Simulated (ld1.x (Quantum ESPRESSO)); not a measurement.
# PBE RRKJ dataset for C, non-relativistic all-electron reference.

The input file (ld1.x (Quantum ESPRESSO) 7.5):

```
&input
   title='C', zed=6., rel=0, dft='PBE', iswitch=3,
   config='[He] 2s2 2p0',
   nld=2, rlderiv=2.60, eminld=-5.0, emaxld=5.0, deld=0.02
 /
 &inputp
   pseudotype=2, tm=.false., rho0=0.001, lloc=-2, rcloc=0.65,
   nlcc=.false.,
   file_pseudopw='C.UPF', file_wfcaegen='ae.wfc', file_wfcncgen='nc.wfc', file_beta='beta', file_chi='chi'
 /
2
2S  1  0   2.00   0.00  0.85  0.85  0.0
2P  2  1   0.00   0.00  2.40  2.40  0.0
 &test
   configts(1)='2s2 2p0'
 /
```

Command:

```bash
ld1.x < C.in > C.out
```

Output (shortened: banner, matrices, multipoles, cross overlaps and the repeated all-electron block are left out):

```
Program LD1 v.7.5
     --------------------------- All-electron run ----------------------------

     C

     atomic number is  6.00
     dft =PBE   lsd =0 sic =0 latt =0  beta=0.20 tr2=1.0E-14
     Exchange-correlation= PBE
                           (   1   4   3   4   0   0   0)
     mesh =1073 r(mesh) = 100.30751 a.u. xmin = -7.00 dx = 0.01250
     1 Ry =  13.60569312 eV

     n l     nl                  e(Ry)          e(Ha)          e(eV)
     1 0     1S 1( 2.00)       -22.6684       -11.3342      -308.4199
     2 0     2S 1( 2.00)        -2.9665        -1.4832       -40.3608
     2 1     2P 1( 0.00)        -2.3349        -1.1674       -31.7676

     final scf error:  6.2E-15 reached in  25 iterations

     Etot =     -72.922568 Ry,     -36.461284 Ha,    -992.162083 eV

     Ekin =      72.752247 Ry,      36.376123 Ha,     989.844742 eV
     Encl =    -161.024585 Ry,     -80.512292 Ha,   -2190.851084 eV
     Eh   =      24.070798 Ry,      12.035399 Ha,     327.499897 eV
     Exc  =      -8.721029 Ry,      -4.360514 Ha,    -118.655638 eV

     normalization and overlap integrals

     s(1S/1S) =  1.000000  <r> =   0.2703  <r2> =    0.0989  r(max) =   0.1730
     s(2S/2S) =  1.000000  <r> =   1.3620  <r2> =    2.1864  r(max) =   1.1283
     s(2P/2P) =  1.000000  <r> =   1.3204  <r2> =    2.1397  r(max) =   1.0210

     ------------------------ End of All-electron run ------------------------

     --------------------- Generating NC pseudopotential ---------------------

      Generating local potential from pseudized AE potential:
      Matching radius rcloc =   0.6500
      Enforcing V''(0)=0 (lloc=-2)

      Local pseudo, rcloc= 0.643 Estimated cut-off energy=    88.82 Ry

      Wfc   2S  rcut= 0.846  Estimated cut-off energy=       57.22 Ry
      Using 4 Bessel functions for this wfc, rho(0) = 0.001
      This function has    0 nodes for 0 < r <    0.846

      Wfc   2P  rcut= 2.419  Estimated cut-off energy=       31.23 Ry
      This function has    0 nodes for 0 < r <    2.419

     ------------------- End of pseudopotential generation -------------------

     Computing logarithmic derivative in   2.59091
     Computing logarithmic derivative in   2.59091
     Computing the partial wave expansion
     R is outside the sphere for l=    0 j= 0.00
     R is outside the sphere for l=    1 j= 0.00

     ---------------------- Testing the pseudopotential ----------------------

     C

     atomic number is  6.00   valence charge is  4.00
     dft =PBE   lsd =0 sic =0 latt =0  beta=0.20 tr2=1.0E-14
     mesh =1073 r(mesh) = 100.30751 xmin = -7.00 dx = 0.01250

     n l     nl             e AE (Ry)        e PS (Ry)    De AE-PS (Ry)
     1 0     2S   1( 2.00)       -2.96647       -2.96647        0.00000
     2 1     2P   1( 0.00)       -2.33488       -2.33488        0.00000

     eps = 5.0E-15  iter =  2

     Etot =     -72.922568 Ry,     -36.461284 Ha,    -992.162083 eV
     Etotps =    -8.175487 Ry,      -4.087744 Ha,    -111.233172 eV

     Ekin =       2.460374 Ry,       1.230187 Ha,      33.475098 eV
     Encl =     -13.977501 Ry,      -6.988750 Ha,    -190.173586 eV
     Ehrt =       2.642422 Ry,       1.321211 Ha,      35.951986 eV
     Ecxc =      -1.399139 Ry,      -0.699570 Ha,     -19.036259 eV
     Epseu=       2.098356 Ry,       1.049178 Ha,      28.549588 eV

     ---------------------- End of pseudopotential test ----------------------
```

Generation and configuration tests took about 3 s on one core of a shared server CPU.

Transferability test of the new file with ld1.x, input:

```
&input
   title='C', zed=6., rel=0, dft='PBE', iswitch=2,
   config='[He] 2s2 2p0'
 /
 &test
   file_pseudo='C.UPF', nconf=8,
   configts(1)='2s2 2p0',
   configts(2)='2s2 2p2',
   configts(3)='2s2 2p1',
   configts(4)='2s1 2p0',
   configts(5)='2s2 2p2.3',
   configts(6)='2s1 2p3',
   configts(7)='2s2 2p1.5',
   configts(8)='2s1 2p2'
 /
```

```bash
ld1.x < C.test.in > C.test.out
```

Pseudopotential blocks of its output, shortened (energy terms left out; the distinct warnings before each block abridged to one line each):

```
     ---------------------- Testing the pseudopotential ----------------------

     n l     nl             e AE (Ry)        e PS (Ry)    De AE-PS (Ry)
     1 0     2S   1( 2.00)       -2.96647       -2.96647        0.00000
     2 1     2P   1( 0.00)       -2.33488       -2.33488        0.00000

     eps = 9.2E-15  iter = 36

     Etot =     -72.922568 Ry,     -36.461284 Ha,    -992.162081 eV
     Etotps =    -8.175487 Ry,      -4.087744 Ha,    -111.233172 eV

     ---------------------- End of pseudopotential test ----------------------

          Warning: convergence not achieved
     ---------------------- Testing the pseudopotential ----------------------

     n l     nl             e AE (Ry)        e PS (Ry)    De AE-PS (Ry)
     1 0     2S   1( 2.00)       -1.00980       -1.00477       -0.00503  !
     2 1     2P   1( 2.00)       -0.38872       -0.41115        0.02243  !

     eps = 2.0E-11  iter =201

     Etot =     -75.496848 Ry,     -37.748424 Ha,   -1027.186944 eV
     Etotps =   -10.809287 Ry,      -5.404643 Ha,    -147.067837 eV
     dEtot_ae =      -2.574280 Ry
     dEtot_ps =      -2.633799 Ry,   Delta E=       0.059519 Ry

     ---------------------- End of pseudopotential test ----------------------

          Warning: convergence not achieved
     ---------------------- Testing the pseudopotential ----------------------

     n l     nl             e AE (Ry)        e PS (Ry)    De AE-PS (Ry)
     1 0     2S   1( 2.00)       -1.89219       -1.90716        0.01497  !
     2 1     2P   1( 1.00)       -1.25009       -1.28923        0.03914  !

     eps = 4.7E-13  iter =201

     Etot =     -74.698268 Ry,     -37.349134 Ha,   -1016.321708 eV
     Etotps =    -9.976948 Ry,      -4.988474 Ha,    -135.743294 eV
     dEtot_ae =      -1.775700 Ry
     dEtot_ps =      -1.801461 Ry,   Delta E=       0.025761 Ry

     ---------------------- End of pseudopotential test ----------------------

          ---------------------- Testing the pseudopotential ----------------------

     n l     nl             e AE (Ry)        e PS (Ry)    De AE-PS (Ry)
     1 0     2S   1( 1.00)       -4.12179       -4.11164       -0.01015  !
     2 1     2P   1( 0.00)       -3.53530       -3.47431       -0.06099  !

     eps = 7.5E-15  iter = 36

     Etot =     -69.381938 Ry,     -34.690969 Ha,    -943.989360 eV
     Etotps =    -4.638774 Ry,      -2.319387 Ha,     -63.113735 eV
     dEtot_ae =       3.540630 Ry
     dEtot_ps =       3.536713 Ry,   Delta E=       0.003916 Ry

     ---------------------- End of pseudopotential test ----------------------

          Warning: convergence not achieved
     ---------------------- Testing the pseudopotential ----------------------

     n l     nl             e AE (Ry)        e PS (Ry)    De AE-PS (Ry)
     1 0     2S   1( 2.00)       -0.79468       -0.78096       -0.01372  !
     2 1     2P   1( 2.30)       -0.18427       -0.19713        0.01285  !

     eps = 7.9E+02  iter =201

     Etot =     -75.582053 Ry,     -37.791027 Ha,   -1028.346222 eV
     Etotps =   -10.899798 Ry,      -5.449899 Ha,    -148.299309 eV
     dEtot_ae =      -2.659485 Ry
     dEtot_ps =      -2.724311 Ry,   Delta E=       0.064825 Ry

     ---------------------- End of pseudopotential test ----------------------

          ---------------------- Testing the pseudopotential ----------------------

     n l     nl             e AE (Ry)        e PS (Ry)    De AE-PS (Ry)
     1 0     2S   1( 1.00)       -1.04274       -1.03577       -0.00697  !
     2 1     2P   1( 3.00)       -0.41995       -0.44029        0.02034  !

     eps = 7.4E-15  iter =134

     Etot =     -74.874839 Ry,     -37.437420 Ha,   -1018.724087 eV
     Etotps =   -10.214688 Ry,      -5.107344 Ha,    -138.977907 eV
     dEtot_ae =      -1.952271 Ry
     dEtot_ps =      -2.039200 Ry,   Delta E=       0.086929 Ry

     ---------------------- End of pseudopotential test ----------------------

          Warning: convergence not achieved
     ---------------------- Testing the pseudopotential ----------------------

     n l     nl             e AE (Ry)        e PS (Ry)    De AE-PS (Ry)
     1 0     2S   1( 2.00)       -1.42320       -1.43087        0.00766  !
     2 1     2P   1( 1.50)       -0.78821       -0.82346        0.03525  !

     eps = 1.0E-12  iter =201

     Etot =     -75.205420 Ry,     -37.602710 Ha,   -1023.221861 eV
     Etotps =   -10.503185 Ry,      -5.251592 Ha,    -142.903112 eV
     dEtot_ae =      -2.282852 Ry
     dEtot_ps =      -2.327698 Ry,   Delta E=       0.044846 Ry

     ---------------------- End of pseudopotential test ----------------------

          Warning: convergence not achieved
     ---------------------- Testing the pseudopotential ----------------------

     n l     nl             e AE (Ry)        e PS (Ry)    De AE-PS (Ry)
     1 0     2S   1( 1.00)       -1.89887       -1.92454        0.02567  !
     2 1     2P   1( 2.00)       -1.25677       -1.30683        0.05006  !

     eps = 1.8E-11  iter =201

     Etot =     -74.056137 Ry,     -37.028068 Ha,   -1007.585071 eV
     Etotps =    -9.359106 Ry,      -4.679553 Ha,    -127.337120 eV
     dEtot_ae =      -1.133569 Ry
     dEtot_ps =      -1.183618 Ry,   Delta E=       0.050049 Ry

     ---------------------- End of pseudopotential test ----------------------
```
